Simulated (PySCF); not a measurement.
Species: C₅H₃OS (doublet state).
SMILES: `O=c1[c]cscc1`

Method: PySCF, PBE0-D3(BJ)/def2-SVP geometry optimisation, gas phase.

Take the most abundant isotopes and a rigid rotor. 

Give the principal moments of inertia and the rotational constants in MHz.

Ia = 93.51, Ib = 270.20, Ic = 363.71 u·Å²; 505379 MHz·u·Å²/I gives A = 5404, B = 1870, C = 1390 MHz.

Classify the top.

An asymmetric top. Ray's parameter κ = (2B − A − C)/(A − C) = -0.760; −1 is the prolate and +1 the oblate limit.

Is it planar, by Δ = Ic − Ia − Ib?

Planar: Δ = Ic − Ia − Ib = 0.00 u·Å². For a rigid frame Δ = −2 Σ m c², so it vanishes when all atoms lie in the ab plane; here none is more than 0.01 Å from it.

Give the coordinates in the principal-axis frame, origin at the centre of mass.

The sense of each axis is arbitrary; atoms in the order of the calculation.
| atom | mass (u) | a (Å) | b (Å) | c (Å) |
| --- | --- | --- | --- | --- |
| O1 | 15.995 | 2.674 | 0.083 | -0.003 |
| C2 | 12.000 | 1.459 | 0.060 | 0.000 |
| C3 | 12.000 | 0.584 | 1.227 | 0.003 |
| C4 | 12.000 | -0.738 | 1.357 | 0.002 |
| S5 | 31.972 | -1.805 | -0.025 | -0.002 |
| C6 | 12.000 | -0.658 | -1.312 | 0.002 |
| C7 | 12.000 | 0.690 | -1.201 | 0.003 |
| H8 | 1.008 | -1.258 | 2.321 | 0.003 |
| H9 | 1.008 | -1.136 | -2.296 | 0.002 |
| H10 | 1.008 | 1.300 | -2.110 | 0.004 |

List the rotational levels J(Ka,Kc) to J = 2 (cm⁻¹).

Above 0(0,0):
J = 1: 1(0,1) 0.1087, 1(1,1) 0.2266, 1(1,0) 0.2427
J = 2: 2(0,2) 0.3247, 2(1,2) 0.4281, 2(1,1) 0.4762, 2(2,1) 0.8298, 2(2,0) 0.8314

Which types of transition are allowed, and where do some lines up to J = 2 fall?

The dipole components are |μa| = 4.08 D, |μb| = 0.87 D, |μc| = 0.00 D; the mirror of this Cs structure is the ab plane, so μc vanishes by symmetry (the 0.01 D computed is a residue) and there are no c-type lines. Intensities carry the squares of the components, which stand as 1.00 : 0.05 (a : b). Some lines, for components of 0.1 D or more:

```csv
type,branch,"J(Ka,Kc)",MHz,lower level (cm⁻¹)
a,Q,"1(1,0) ← 1(1,1)",481,0.227
a,Q,"2(1,1) ← 2(1,2)",1443,0.428
b,R,"2(0,2) ← 1(1,1)",2940,0.227
b,Q,"1(1,0) ← 1(0,1)",4015,0.109
b,Q,"2(1,1) ← 2(0,2)",4542,0.325
a,R,"2(1,2) ← 1(1,1)",6039,0.227
a,R,"2(0,2) ← 1(0,1)",6474,0.109
b,R,"1(1,1) ← 0(0,0)",6794,0.000
a,R,"2(1,1) ← 1(1,0)",7001,0.243
b,R,"2(1,2) ← 1(0,1)",9573,0.109
b,Q,"2(2,1) ← 2(1,2)",12045,0.428
b,R,"2(2,1) ← 1(1,0)",17603,0.243
b,R,"2(2,0) ← 1(1,1)",18129,0.227
```

For this open shell read J as N, the rotation without spin; fine and hyperfine splittings come on top. Not checked by PBE0-D3(BJ)/def2-SVP frequencies. ⟨S²⟩ = 0.763 (exact for a doublet: 0.75). These are rigid-rotor constants of the computed structure; measured ground-state constants (B0) also hold zero-point vibration.
